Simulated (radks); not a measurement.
Dipole-allowed excitations along the series with 12 electrons in [Ne] 3s2. Method: scalar-relativistic Kohn-Sham, exchange-only LDA, spin-polarised, spherical densities, finite nucleus; Fermi nuclear charge, rms radius of each element as measured or else 0.836 A^(1/3) + 0.57 fm; computed with a radial shooting solver on a logarithmic mesh with Libxc functionals. Time-dependent linear response with the Hartree and adiabatic exchange-only LDA kernel, continuum included through the Sternheimer equations, no spin-orbit coupling, so fine structure and intercombination lines are absent. Lines are the poles of the dipole polarisability below minus the highest occupied eigenvalue, found on a grid refined at the orbital gaps; the lowest seven at most are given, and weak or close lines can be missed. The first line takes the name of the lowest orbital gap if no other gap lies below it; otherwise a line is named after a gap within 0.6 % of it, if that gap stands alone.

| species | -e(HOMO) (eV) | lowest orbital gap (eV) | first line (eV) | f | static alpha (bohr^3) | measured (eV) |
|---|---|---|---|---|---|---|
| Al+ | 13.782 | 3s-3p 5.635 | 7.418 (3s-3p) | 1.74 | 23.92 | 3s-3p 7.421 |
| Si2+ | 27.374 | 3s-3p 7.911 | 10.420 (3s-3p) | 1.62 | 11.32 | - |
| P3+ | 44.342 | 3s-3p 10.127 | 13.257 (3s-3p) | 1.47 | 6.432 | - |
| S4+ | 64.560 | 3s-3p 12.315 | 16.021 (3s-3p) | 1.35 | 4.060 | - |
| Cl5+ | 87.965 | 3s-3p 14.495 | 18.750 (3s-3p) | 1.25 | 2.746 | - |

Measured values: term averages from the NIST Handbook of Basic Atomic Spectroscopic Data.
